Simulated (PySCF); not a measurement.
Mg(OH2)6 (H12MgO6), SMILES [OH2]->[Mg+2](<-[OH2])(<-[OH2])(<-[OH2])(<-[OH2])<-[OH2] (connectivity only; charge and spin as stated), charge +2, multiplicity 1. Heavy atoms are numbered as in [Mg+2:1](<-[OH2:2])(<-[OH2:5])(<-[OH2:8])(<-[OH2:11])(<-[OH2:14])<-[OH2:17]. Hydrogens are named by the atom that carries them.

Geometry optimised at B3LYP-D3(BJ)/def2-SVP. The isomer is the one that the SMILES or the coordinates give; other isomers of the formula were not compared.

All values below come from KT2/pcSseg-1 run with PySCF.

GIAO shieldings, no solvent; atoms alike by connectivity are averaged. δ = σ(ref) − σ: ¹⁷O against H2O (σ = 330.4 ppm); ¹H against TMS (σ = 31.47 ppm), references at their B3LYP-D3(BJ)/def2-TZVP geometries, non-relativistic.

```tsv
nucleus	atoms	count	δ (ppm)
¹⁷O	O2 (OH2)	6	8.2
¹H	H on O2	12	3.40
```
